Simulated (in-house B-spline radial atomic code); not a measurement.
## Functionals against successive ionisation energies: Nd to Nd³⁺

Ionisation energies as differences of self-consistent total energies from an all-electron radial atomic-structure program (B-spline basis): all electrons, radial basis limit, scalar-relativistic (one-electron X2C), spin-polarised at highest spin, spherical densities; exact exchange is averaged over the determinants of each configuration. No spin-orbit coupling, Breit or QED terms. NIST's values run from ground level to ground level, so in open shells the differences also hold multiplet and fine-structure energies that spherical high-spin averages miss. Columns give computed minus NIST, in eV; a star marks a semi-empirical value. Species are left out where the tabulated value is theory, is uncertain by more than 0.12 eV, or (13 ions, such as In⁴⁺, Te⁴⁺ and Bi⁴⁺) lies off its series for all methods alike, which flatters the means a little.

```tsv
species	shell	NIST (eV)	Hartree-Fock	LDA exchange-only	TPSS	HSE06
Nd	6s	5.53	-1.03	-0.91	-0.19	-0.15
Nd⁺	6s	10.78 ± 0.02*	-0.74	-0.18	-0.06	+0.08
Nd²⁺	4f	22.09 ± 0.04*	-2.10	-0.01	+1.06	+0.66
Nd³⁺	4f	40.60 ± 0.04*	-2.64	-1.08	+0.09	-0.15
```

Question: How do the methods rank, and which species is hardest?

Answer: Mean absolute (signed) differences: HSE06 0.26 (+0.11) eV; TPSS 0.35 (+0.22) eV; LDA exchange-only 0.54 (-0.54) eV; Hartree-Fock 1.63 (-1.63) eV. For Nd, which loses a 6s electron, the nearest method is off by -0.15 eV, the largest such miss. Hartree-Fock comes too low mainly by the correlation energy of the removed electron.
